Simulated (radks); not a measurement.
Cr II, 23 electrons, occupied as [Ar] 3d4 7f1 (not the ground configuration). Calculated with a radial shooting solver on a logarithmic mesh with Libxc functionals: Dirac Kohn-Sham, PBE, spin-unpolarised, spherical densities, point nucleus; open shells fill j = l - 1/2 first.

Normalised radial functions P(r) = r R(r) (large component), r in bohr:

r          2p3/2    3p1/2
0.002955  0.0036   0.0018
0.003496  0.0050   0.0024
0.004135  0.0070   0.0033
0.004891  0.0097   0.0044
0.005833  0.0136   0.0060
0.0069    0.0188   0.0081
0.008162  0.0258   0.0109
0.009655  0.0355   0.0147
0.01151   0.0493   0.0200
0.01362   0.0671   0.0269
0.01611   0.0911   0.0361
0.01921   0.1248   0.0489
0.02273   0.1673   0.0650
0.02688   0.2228   0.0858
0.0318    0.2941   0.1123
0.03792   0.3893   0.1474
0.04486   0.5026   0.1887
0.05306   0.6400   0.2383
0.06277   0.8021   0.2956
0.07485   0.9961   0.3623
0.08854   1.1982   0.4288
0.1047    1.4057   0.4919
0.1239    1.6022   0.5429
0.1477    1.7730   0.5706
0.1748    1.8771   0.5585
0.2067    1.9003   0.4946
0.2465    1.8213   0.3610
0.2916    1.6454   0.1669
0.345     1.3879  -0.0835
0.4081    1.0816  -0.3678
0.4866    0.7557  -0.6644
0.5756    0.4826  -0.9033
0.6809    0.2732  -1.0586
0.8055    0.1344  -1.1045
0.9605    0.0537  -1.0342
1.136     0.0185  -0.8788
1.344     0.0051  -0.6770
1.603     0.0010  -0.4613
1.896     0.0002  -0.2853
2.243     0.0000  -0.1556
2.653     0.0000  -0.0735
3.164     0.0000  -0.0280
3.742     0.0000  -0.0091
4.427     0.0000  -0.0023
5.237     0.0000  -0.0004
6.245     0.0000  -0.0001
7.387     0.0000  0.0000
8.738     0.0000  0.0000
10.34     0.0000  0.0000
12.33     0.0000  0.0000
14.58     0.0000  0.0000
17.25     0.0000  0.0000
20.57     0.0000  0.0000
24.33     0.0000  0.0000
28.78     0.0000   0.0000
34.05     0.0000   0.0000
40.6      0.0000   0.0000
48.03     0.0000   0.0000
56.81     0.0000   0.0000
67.2      0.0000   0.0000
80.14     0.0000   0.0000
94.8      0.0000   0.0000

2p3/2: eigenvalue -577.83 eV, 0 radial nodes, <r> = 0.261 bohr, 90 % of the charge inside 0.428 bohr. 3p1/2: eigenvalue -65.900 eV, 1 radial node at r = 0.327 bohr, <r> = 0.951 bohr, 90 % of the charge inside 1.46 bohr.
